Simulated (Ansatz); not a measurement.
Ansatz (an electronic-structure program) input (LC-wPBE/def2-TZVPD):

Ansatz 0.2 input:
```yaml
crystal:
  periodic: [false, false, false]
  atoms:
    - {symbol: Zr, position_ang: [0.16914683, -0.11984310, 0.24852406]}
    - {symbol: O, position_ang: [0.97253443, -0.02875782, -1.29127889]}
    - {symbol: F, position_ang: [-1.61623875, 0.55819851, 0.04325205]}
basis:
  gaussian:
    orbitals: def2-TZVPD
hamiltonian:
  xc: {name: LC-wPBE}
magnetization: {spin_polarized: true, initial_magnetization: 1}
output: {forces: true}
```

End of the output:

```
integrals: 0.04 GiB planned
702 factors; their error is unknown
integrals: 0.07 GiB planned
240 factors; integrals over basis functions are off by at most 4.9e-5 eV
mean field: 0.46 GiB planned
mean field evaluation 1: about -6031.2847 eV, gradient 6.3e1 eV
mean field evaluation 2: about -5937.0761 eV, gradient 1.6e2 eV
mean field evaluation 4: about -6045.5552 eV, gradient 1.3e1 eV
mean field evaluation 8: about -6046.0432 eV, gradient 2.5e-1 eV
mean field evaluation 16: about -6046.0477 eV, gradient 1.6e-2 eV
mean field evaluation 32: about -6045.9533 eV, gradient 1.5e0 eV
mean field -6046.04773995 eV, -222.1881562850 hartree, gradient 1.7e-5 eV, S^2 0.753166; 3 other end points of the search recorded, 0 dependent functions left out
the calculation of the forces begins
reference -6046.04773996 eV, -222.1881562853 hartree; 15, 14 occupied and 105, 106 virtual orbitals, 702 factors
Total energy: -6046.04773996 eV, -222.1881562853 hartree
Atom 0 at     0.169147    -0.119843     0.248524 Å, force     0.337751     0.132349    -1.034824 eV/Å
Atom 1 at     0.972534    -0.028758    -1.291279 Å, force    -0.429246    -0.082415     0.961741 eV/Å
Atom 2 at    -1.616239     0.558199     0.043252 Å, force     0.091495    -0.049934     0.073083 eV/Å
Dipole moment:     0.221349    -0.305071     0.935929 e Å
```

The spin state was set by rule; other spins were not relaxed.
